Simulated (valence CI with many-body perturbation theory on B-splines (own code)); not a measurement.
# Level structure of Pt⁷²⁺

Method: configuration interaction combined with many-body perturbation theory (CI+MBPT): four valence electrons over a frozen Dirac-Fock core [He], radial functions for each j: 11 s, 11 p, 10 d, 8 f, 5 g, 2 h, with the one-electron correlation potential Σ1 (screened to all orders), the two-electron term Σ2, the three-electron term Σ3, Breit, model QED; selected single and double excitations, second order for the rest, scaled by the run's own slope (own B-spline code, finite nucleus).

No measured spectrum was set against this ion. As an estimate, large intervals hold to a few tenths of a per cent, small ones and those within an open d or f shell to about a per cent. Among the levels kept, up to 1400 cm⁻¹ of a level comes from second order outside the variational space, and about a tenth of that is noise between levels of different J, which matters for small intervals.

Levels 1 to 45 of 218, with energies above the lowest level, (2s^2 2p1/2^2) J=0. "Leading %" is the weight of the configuration and term that name the level; weights of strongly mixed levels are sums over their largest components and can fall short. In the jj column 3d3/2^4 stands for four electrons in 3d with j = 3/2. Lifetimes count E1, E2, E3, M1 and M2 decay at the calculated energies, and are blank where another channel may lead or the interval is too uncertain; long ones can be off by a factor of two.

| No. | Configuration | Term | J | E (× 10³ cm⁻¹) | Leading % | Lifetime | Second component | Leading jj |
| --- | --- | --- | --- | --- | --- | --- | --- | --- |
| 1 | 2s2 2p2 | 3P | 0 | 0.00 | 68 |  | 32 % 2s2 2p2 1S | 2s^2 2p1/2^2 (100 %) |
| 2 | 2s2 2p2 | 3P | 1 | 14556 | 100 | 28.1 ps |  | 2s^2 2p1/2 2p3/2 (100 %) |
| 3 | 2s2 2p2 | 1D | 2 | 14703 | 66 | 4.23 ns | 34 % 2s2 2p2 3P | 2s^2 2p1/2 2p3/2 (100 %) |
| 4 | 2s 2p3 | 3P° | 2 | 17218 | 49 | 26.1 ps | 25 % 2s 2p3 5S° | 2s 2p1/2^2 2p3/2 (100 %) |
| 5 | 2s 2p3 | 1P° | 1 | 17980 | 31 | 47.3 fs | 30 % 2s 2p3 3D° | 2s 2p1/2^2 2p3/2 (100 %) |
| 6 | 2s2 2p2 | 3P | 2 | 29484 | 65 | 6.85 ps | 34 % 2s2 2p2 1D | 2s^2 2p3/2^2 (99 %) |
| 7 | 2s2 2p2 | 1S | 0 | 30033 | 67 | 6.24 ps | 32 % 2s2 2p2 3P | 2s^2 2p3/2^2 (99 %) |
| 8 | 2s 2p3 | 5S° | 2 | 31528 | 50 | 201 fs | 46 % 2s 2p3 3D° | 2s 2p1/2 2p3/2^2 (100 %) |
| 9 | 2s 2p3 | 3D° | 3 | 31895 | 100 | 212 fs |  | 2s 2p1/2 2p3/2^2 (100 %) |
| 10 | 2s 2p3 | 3P° | 0 | 32457 | 100 | 60.6 fs |  | 2s 2p1/2 2p3/2^2 (100 %) |
| 11 | 2s 2p3 | 3S° | 1 | 32653 | 54 | 30.7 fs | 44 % 2s 2p3 3D° | 2s 2p1/2 2p3/2^2 (100 %) |
| 12 | 2s 2p3 | 1D° | 2 | 32722 | 74 | 31.4 fs | 21 % 2s 2p3 3D° | 2s 2p1/2 2p3/2^2 (100 %) |
| 13 | 2s 2p3 | 3P° | 1 | 32762 | 64 | 54.8 fs | 33 % 2s 2p3 1P° | 2s 2p1/2 2p3/2^2 (100 %) |
| 14 | 2p4 | 3P | 2 | 35537 | 67 | 32.6 fs | 32 % 2p4 1D | 2p1/2^2 2p3/2^2 (99 %) |
| 15 | 2p4 | 1S | 0 | 36106 | 65 | 29.8 fs | 35 % 2p4 3P | 2p1/2^2 2p3/2^2 (99 %) |
| 16 | 2s 2p3 | 3P° | 2 | 46980 | 51 | 63.5 fs | 19 % 2s 2p3 5S° | 2s 2p3/2^3 (100 %) |
| 17 | 2s 2p3 | 1P° | 1 | 47730 | 36 | 25.5 fs | 26 % 2s 2p3 3D° | 2s 2p3/2^3 (100 %) |
| 18 | 2p4 | 3P | 1 | 50241 | 100 | 20.8 fs |  | 2p1/2 2p3/2^3 (100 %) |
| 19 | 2p4 | 1D | 2 | 50389 | 68 | 21.4 fs | 32 % 2p4 3P | 2p1/2 2p3/2^3 (100 %) |
| 20 | 2p4 | 3P | 0 | 65420 | 65 | 15.7 fs | 35 % 2p4 1S | 2p3/2^4 (100 %) |
| 21 | 2s2 2p 3s | 3P° | 0 | 95128 | 100 | 3.31 fs |  | 2s^2 2p1/2 3s (100 %) |
| 22 | 2s2 2p 3s | 3P° | 1 | 95158 | 67 | 2.75 fs | 33 % 2s2 2p 3s 1P° | 2s^2 2p1/2 3s (100 %) |
| 23 | 2s2 2p 3p | 3D | 1 | 95905 | 74 | 211 fs | 22 % 2s2 2p 3p 1P | 2s^2 2p1/2 3p1/2 (100 %) |
| 24 | 2s2 2p 3p | 3P | 0 | 96334 | 67 | 117 fs | 32 % 2s2 2p 3p 1S | 2s^2 2p1/2 3p1/2 (99 %) |
| 25 | 2s 2p2 3s | 5P | 1 | 97573 | 40 | 3.32 fs | 32 % 2s 2p2 3s 3S | 2s 2p1/2^2 3s (99 %) |
| 26 | 2s 2p2 3s | 3P | 0 | 97910 | 68 | 3.55 fs | 32 % 2s 2p2 3s 1S | 2s 2p1/2^2 3s (99 %) |
| 27 | 2s 2p2 3p | 3P° | 1 | 98424 | 33 | 1.48 fs | 20 % 2s 2p2 3p 5D° | 2s 2p1/2^2 3p1/2 (100 %) |
| 28 | 2s 2p2 3p | 3P° | 0 | 98432 | 53 | 136 fs | 41 % 2s 2p2 3p 5D° | 2s 2p1/2^2 3p1/2 (99 %) |
| 29 | 2s2 2p 3p | 3D | 2 | 100400 | 51 | 131 fs | 32 % 2s2 2p 3p 1D | 2s^2 2p1/2 3p3/2 (100 %) |
| 30 | 2s2 2p 3p | 3P | 1 | 100410 | 49 | 167 fs | 30 % 2s2 2p 3p 3S | 2s^2 2p1/2 3p3/2 (99 %) |
| 31 | 2s2 2p 3d | 3F° | 2 | 100960 | 75 | 3.01 fs | 20 % 2s2 2p 3d 1D° | 2s^2 2p1/2 3d3/2 (100 %) |
| 32 | 2s2 2p 3d | 3D° | 1 | 101180 | 50 | 360 as | 32 % 2s2 2p 3d 1P° | 2s^2 2p1/2 3d3/2 (100 %) |
| 33 | 2s2 2p 3d | 3P° | 2 | 102200 | 46 | 526 as | 35 % 2s2 2p 3d 3D° | 2s^2 2p1/2 3d5/2 (97 %) |
| 34 | 2s2 2p 3d | 3F° | 3 | 102230 | 45 | 529 as | 32 % 2s2 2p 3d 1F° | 2s^2 2p1/2 3d5/2 (100 %) |
| 35 | 2s 2p2 3p | 3P° | 2 | 102880 | 36 | 17.5 fs | 18 % 2s 2p2 3p 5P° | 2s 2p1/2^2 3p3/2 (97 %) |
| 36 | 2s 2p2 3p | 3D° | 1 | 102920 | 30 | 1.55 fs | 22 % 2s 2p2 3p 1P° | 2s 2p1/2^2 3p3/2 (100 %) |
| 37 | 2s 2p2 3d | 3D | 1 | 103430 | 47 | 3.30 fs | 34 % 2s 2p2 3d 5F | 2s 2p1/2^2 3d3/2 (100 %) |
| 38 | 2s 2p2 3d | 3D | 2 | 103480 | 30 | 2.80 fs | 16 % 2s 2p2 3d 5F | 2s 2p1/2^2 3d3/2 (99 %) |
| 39 | 2s 2p2 3d | 3D | 3 | 104630 | 38 | 530 as | 16 % 2s 2p2 3d 5D | 2s 2p1/2^2 3d5/2 (100 %) |
| 40 | 2s 2p2 3d | 3F | 2 | 104780 | 26 | 540 as | 22 % 2s 2p2 3d 1D | 2s 2p1/2^2 3d5/2 (99 %) |
| 41 | 2s2 2p 3s | 3P° | 2 | 110120 | 99 | 4.29 fs |  | 2s^2 2p3/2 3s (99 %) |
| 42 | 2s2 2p 3s | 1P° | 1 | 110190 | 66 | 2.25 fs | 32 % 2s2 2p 3s 3P° | 2s^2 2p3/2 3s (99 %) |
| 43 | 2s2 2p 3p | 3P | 1 | 111060 | 50 | 95.3 fs | 28 % 2s2 2p 3p 3S | 2s^2 2p3/2 3p1/2 (97 %) |
| 44 | 2s2 2p 3p | 3D | 2 | 111070 | 47 | 110 fs | 33 % 2s2 2p 3p 1D | 2s^2 2p3/2 3p1/2 (98 %) |
| 45 | 2s 2p2 3s | 5P | 2 | 111860 | 84 | 5.08 fs | 8 % 2s 2p2 3s 3P | 2s 2p1/2 2p3/2 3s (99 %) |

The ionisation energy to 2s2 2p 2P°_1/2 of the next ion comes out as 20838 eV (NIST: 20840 ± 70 eV (theoretical)). All 218 levels together are meant to be complete up to 135250 × 10³ cm⁻¹.
